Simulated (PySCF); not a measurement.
Cartesian coordinates (Å):
```xyz
11

Zr     0.0082     0.0169     0.0740
Cl     0.9830     2.0958    -0.4598
Cl    -1.4447    -0.1086     1.9266
C     -1.0542    -0.7405    -1.6956
H     -1.9255    -0.1062    -1.9758
H     -1.4295    -1.7717    -1.4967
H     -0.3651    -0.7853    -2.5709
C      1.6241    -1.4445     0.3624
H      2.2931    -1.1738     1.2103
H      2.2468    -1.5099    -0.5603
H      1.1985    -2.4544     0.5671
```
Charge 0, multiplicity 1.

What is the computed dipole moment, HOMO–LUMO gap, total energy, HOMO and charge on the central atom (Mulliken) (PBE-D3(BJ)/def2-TZVP // BP86-D3(BJ)/def2-SVP (PySCF))?


* **dipole moment**: 0.345 e·Å
* **HOMO–LUMO gap**: 4.00 eV
* **total energy**: -1047.0294 Ha
* **HOMO**: -6.85 eV
* **charge on the central atom (Mulliken)**: 1.22 e
